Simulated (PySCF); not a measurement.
Computed IR spectrum (relative IR intensity) of a molecule CH9FOSi3. Coordinates come from a PBE0-D3(BJ)/def2-SVP optimisation. The values are those of a single conformer. Level of theory: PBE0-D3(BJ)/def2-SVP run with PySCF 2.14.0. Frequencies are harmonic and unscaled.

Lines under 2 % of the strongest are left out, and lines within 2 cm⁻¹ are merged.

```tsv
ν (cm⁻¹)	relative intensity
231	3.2
346	5.2
504	3.9
532	5.8
741	3.9
765	7.8
805	100
818	10
876	9.9
881	11
899	6.7
927	17
931	4.3
949	57
969	35
1089	86
1268	8.1
2218	10
2222	22
2233	30
2254	26
2265	31
```

Question: Identify the compound among the candidates.
A) C[SiH2]O[Si@H](F)[SiH3]
B) C[SiH2][Si@@H](O)[SiH2]F
C) O[SiH2][SiH2][SiH2]CF
D) C[Si@H](F)[SiH2]O[SiH3]

Answer: A, C[SiH2]O[Si@H](F)[SiH3]
